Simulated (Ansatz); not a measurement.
Gas-phase electronic energies from Ansatz, PBE0-D4/def2-TZVP geometries. CBS: MP2 limit from def2 TZ/QZ plus the TZ coupled-cluster correction, frozen cores. This one scheme is used for every species. Functionals use def2-TZVPP. B3LYP here is the variant with VWN-RPA as its local correlation; programs differ in this. For Ti outer-core shells are correlated without core-valence functions, which leaves a few kJ/mol of doubt a bond. Scalar relativity is left out up to krypton. One conformer a species, not always the lowest.

`[F][Ti]([SH])([Cl])[Cl]` + CH₃OH → `C[O][Ti]([F])([SH])[Cl]` + HCl  (ligand exchange at a Ti–Cl bond)

`[F][Ti]([SH])([Cl])[Cl]`:

```xyz
6

F     1.547   -0.508    0.768
Ti    0.317    0.315   -0.138
S    -1.678   -0.557    0.473
Cl    0.230    2.443    0.283
Cl    0.640   -0.010   -2.266
H    -1.057   -1.683    0.881
```

CH₃OH:

```xyz
6

C    -0.009   -0.233    0.269
O    -0.200    0.999   -0.387
H    -0.366   -0.109    1.292
H     1.047   -0.526    0.310
H    -0.581   -1.046   -0.194
H     0.109    0.915   -1.291
```

`C[O][Ti]([F])([SH])[Cl]`:

```xyz
10

C    -0.877   -1.586    0.835
O    -0.321   -0.430    0.285
Ti    0.178    1.036   -0.478
F    -0.318    2.462    0.419
S     2.454    0.886   -0.508
Cl   -0.622    1.152   -2.527
H    -1.535   -1.321    1.666
H    -1.448   -2.118    0.071
H    -0.075   -2.231    1.202
H     2.564    2.150   -0.964
```

HCl:

```xyz
2

Cl    0.506    0.271   -0.281
H    -0.506   -0.271    0.281
```

| level | ΔE (kJ/mol) | difference from CCSD(T)/CBS |
| --- | --- | --- |
| PBE-D4 | -5.4 | 3.2 |
| r2SCAN-D4 | -4.9 | 3.7 |
| PBE0-D4 | -4.8 | 3.8 |
| B3LYP-D4 | -9.7 | -1.1 |
| ωB97X-V | -12.5 | -3.9 |
| ωB97M-V | -8.2 | 0.4 |
| B2PLYP | -7.7 | 0.9 |
| PBE | -4.2 | 4.4 |
| r2SCAN | -4.0 | 4.6 |
| PBE0 | -3.5 | 5.1 |
| B3LYP | -8.2 | 0.4 |
| HF/def2-TZVPP | -12.0 | -3.4 |
| MP2/def2-TZVPP | -8.6 | 0.0 |
| SCS-MP2/def2-TZVPP | -11.1 | -2.5 |
| CCSD/def2-TZVPP | -16.4 | -7.8 |
| CCSD(T)/def2-TZVPP | -14.0 | -5.4 |
| HF/def2-QZVPP | -10.6 | -2.0 |
| MP2/def2-QZVPP | -5.0 | 3.6 |
| SCS-MP2/def2-QZVPP | -7.6 | 1.0 |
| HF/CBS(def2) | -10.4 | -1.8 |
| MP2/CBS(def2) | -3.2 | 5.4 |
| CCSD/CBS(def2) | -11.1 | -2.5 |
| CCSD(T)/CBS | -8.6 | 0 |

Largest T1 diagnostic among the species: 0.026, so the coupled-cluster value is less sure than usual.
